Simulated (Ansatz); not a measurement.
Consider the cleavage of the Si–Ge bond: `[OH][Ge]([OH])([SiH3])[GeH3]` + `S[SiH2]S` → `[SiH3]S[SiH2]S` + `[OH][GeH]([OH])[GeH3]`.

Gas-phase electronic energies from Ansatz, PBE0-D4/def2-TZVP geometries. CBS: MP2 limit from def2 TZ/QZ plus the TZ coupled-cluster correction, frozen cores. Functionals use def2-TZVPP. B3LYP here is the variant with VWN-RPA as its local correlation; programs differ in this. For Ge outer-core shells are correlated without core-valence functions, which leaves a few kJ/mol of doubt a bond. Scalar relativity is left out up to krypton. One conformer a species, not always the lowest.

```json
{"level": "PBE-D4", "ΔE (kJ/mol)": "-38.1", "difference from CCSD(T)/CBS": "9.4"}
{"level": "r2SCAN-D4", "ΔE (kJ/mol)": "-45.1", "difference from CCSD(T)/CBS": "2.4"}
{"level": "PBE0-D4", "ΔE (kJ/mol)": "-43.7", "difference from CCSD(T)/CBS": "3.8"}
{"level": "B3LYP-D4", "ΔE (kJ/mol)": "-42.5", "difference from CCSD(T)/CBS": "5.0"}
{"level": "ωB97X-V", "ΔE (kJ/mol)": "-47.0", "difference from CCSD(T)/CBS": "0.5"}
{"level": "ωB97M-V", "ΔE (kJ/mol)": "-49.4", "difference from CCSD(T)/CBS": "-1.9"}
{"level": "B2PLYP", "ΔE (kJ/mol)": "-44.3", "difference from CCSD(T)/CBS": "3.2"}
{"level": "PBE", "ΔE (kJ/mol)": "-35.6", "difference from CCSD(T)/CBS": "11.9"}
{"level": "r2SCAN", "ΔE (kJ/mol)": "-44.7", "difference from CCSD(T)/CBS": "2.8"}
{"level": "PBE0", "ΔE (kJ/mol)": "-41.8", "difference from CCSD(T)/CBS": "5.7"}
{"level": "B3LYP", "ΔE (kJ/mol)": "-38.3", "difference from CCSD(T)/CBS": "9.2"}
{"level": "HF/def2-TZVPP", "ΔE (kJ/mol)": "-52.3", "difference from CCSD(T)/CBS": "-4.8"}
{"level": "MP2/def2-TZVPP", "ΔE (kJ/mol)": "-53.3", "difference from CCSD(T)/CBS": "-5.8"}
{"level": "SCS-MP2/def2-TZVPP", "ΔE (kJ/mol)": "-51.5", "difference from CCSD(T)/CBS": "-4.0"}
{"level": "CCSD/def2-TZVPP", "ΔE (kJ/mol)": "-45.0", "difference from CCSD(T)/CBS": "2.5"}
{"level": "CCSD(T)/def2-TZVPP", "ΔE (kJ/mol)": "-45.1", "difference from CCSD(T)/CBS": "2.4"}
{"level": "HF/def2-QZVPP", "ΔE (kJ/mol)": "-53.4", "difference from CCSD(T)/CBS": "-5.9"}
{"level": "MP2/def2-QZVPP", "ΔE (kJ/mol)": "-55.1", "difference from CCSD(T)/CBS": "-7.6"}
{"level": "SCS-MP2/def2-QZVPP", "ΔE (kJ/mol)": "-53.5", "difference from CCSD(T)/CBS": "-6.0"}
{"level": "HF/CBS(def2)", "ΔE (kJ/mol)": "-53.6", "difference from CCSD(T)/CBS": "-6.1"}
{"level": "MP2/CBS(def2)", "ΔE (kJ/mol)": "-55.7", "difference from CCSD(T)/CBS": "-8.2"}
{"level": "CCSD/CBS(def2)", "ΔE (kJ/mol)": "-47.4", "difference from CCSD(T)/CBS": "0.1"}
{"level": "CCSD(T)/CBS", "ΔE (kJ/mol)": "-47.5", "difference from CCSD(T)/CBS": "0"}
```

Largest T1 diagnostic among the species: 0.013.

From PBE to PBE0 (25 % exact exchange), in def2-TZVPP and without D4, ΔE moves by −6.1 kJ/mol. The D4 term adds −4.1 kJ/mol with B3LYP and −2.0 kJ/mol with PBE0; it sums over pairs of atoms, weighted by their polarisabilities, and B3LYP, whose exchange is more repulsive, gets the larger term.
